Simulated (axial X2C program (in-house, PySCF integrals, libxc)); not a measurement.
**Bond lengths and stretching modes, held linear, of GeOH**

Computed with an axial X2C code built on PySCF integrals: two-component X2C with atomic mean-field Coulomb and Gaunt terms, Gaussian nuclei, basis Ge dyall-v3z, O dyall-av3z, H dyall-v3z with contracted cores. Spin-free rows use the one-electron spin-free X2C Hamiltonian.

Masses Ge 73.921, O 15.995, H 1.008 u. States: 2c Ω = 1/2 (beyond evenly filled blocks: ω = 1/2); spin-free M_S = 1/2, Λ = 1 (beyond evenly filled blocks: π+α).

PBE0, spin-free: energies above the lowest point

```json
{"r(Ge–O) (Å)": "1.7072", "r(O–H) (Å)": "0.9282", "E (meV)": "39.45"}
{"r(Ge–O) (Å)": "1.7072", "r(O–H) (Å)": "0.9520", "E (meV)": "24.47"}
{"r(Ge–O) (Å)": "1.7072", "r(O–H) (Å)": "0.9758", "E (meV)": "40.98"}
{"r(Ge–O) (Å)": "1.7510", "r(O–H) (Å)": "0.9282", "E (meV)": "15.33"}
{"r(Ge–O) (Å)": "1.7510", "r(O–H) (Å)": "0.9520", "E (meV)": "0.00"}
{"r(Ge–O) (Å)": "1.7510", "r(O–H) (Å)": "0.9758", "E (meV)": "16.18"}
{"r(Ge–O) (Å)": "1.7510", "r(O–H) (Å)": "0.9996", "E (meV)": "59.05"}
{"r(Ge–O) (Å)": "1.7948", "r(O–H) (Å)": "0.9282", "E (meV)": "41.12"}
{"r(Ge–O) (Å)": "1.7948", "r(O–H) (Å)": "0.9520", "E (meV)": "25.42"}
{"r(Ge–O) (Å)": "1.7948", "r(O–H) (Å)": "0.9758", "E (meV)": "41.24"}
{"r(Ge–O) (Å)": "1.8385", "r(O–H) (Å)": "0.9520", "E (meV)": "89.86"}
{"r(Ge–O) (Å)": "1.8385", "r(O–H) (Å)": "0.9996", "E (meV)": "147.46"}
```

Q: Fit a quadratic surface with cubic terms in each bond: where is the minimum, and what are the two stretching wavenumbers?

A: At PBE0, spin-free: bonds 1.749 and 0.951 Å; harmonic stretches 717.8 and 4010.9 cm⁻¹; force constants 4.21, 8.96 and coupling -0.06 mdyn/Å.

The other levels and Hamiltonians give:

```json
{"Hamiltonian": "2c", "level": "PBE0", "r(Ge–O) (Å)": "1.750", "r(O–H) (Å)": "0.951", "lower stretch (cm⁻¹)": "716.7", "upper stretch (cm⁻¹)": "4011.2"}
{"Hamiltonian": "2c", "level": "HF", "r(Ge–O) (Å)": "1.735", "r(O–H) (Å)": "0.933", "lower stretch (cm⁻¹)": "741.7", "upper stretch (cm⁻¹)": "4256.5"}
{"Hamiltonian": "2c", "level": "r2SCAN", "r(Ge–O) (Å)": "1.749", "r(O–H) (Å)": "0.954", "lower stretch (cm⁻¹)": "716.1", "upper stretch (cm⁻¹)": "3955.8"}
{"Hamiltonian": "2c", "level": "MP2", "r(Ge–O) (Å)": "1.751", "r(O–H) (Å)": "0.954", "lower stretch (cm⁻¹)": "717.1", "upper stretch (cm⁻¹)": "3985.7"}
{"Hamiltonian": "spin-free", "level": "HF", "r(Ge–O) (Å)": "1.734", "r(O–H) (Å)": "0.933", "lower stretch (cm⁻¹)": "742.9", "upper stretch (cm⁻¹)": "4256.2"}
{"Hamiltonian": "spin-free", "level": "r2SCAN", "r(Ge–O) (Å)": "1.748", "r(O–H) (Å)": "0.954", "lower stretch (cm⁻¹)": "716.8", "upper stretch (cm⁻¹)": "3955.4"}
{"Hamiltonian": "spin-free", "level": "MP2", "r(Ge–O) (Å)": "1.750", "r(O–H) (Å)": "0.954", "lower stretch (cm⁻¹)": "718.3", "upper stretch (cm⁻¹)": "3985.2"}
```

Each state is one determinant, the lowest of a limited PBE0 search; the stretches come from a fit to these few points and carry an uncertainty of a few per cent. Other orders of the atoms were not compared. MP2 freezes inner shells (threshold -2 hartree). The molecule was held linear; bending was not examined, so a bent shape may lie lower. Note: functional without a current term on a determinant with orbital currents, of the molecule or an atom.
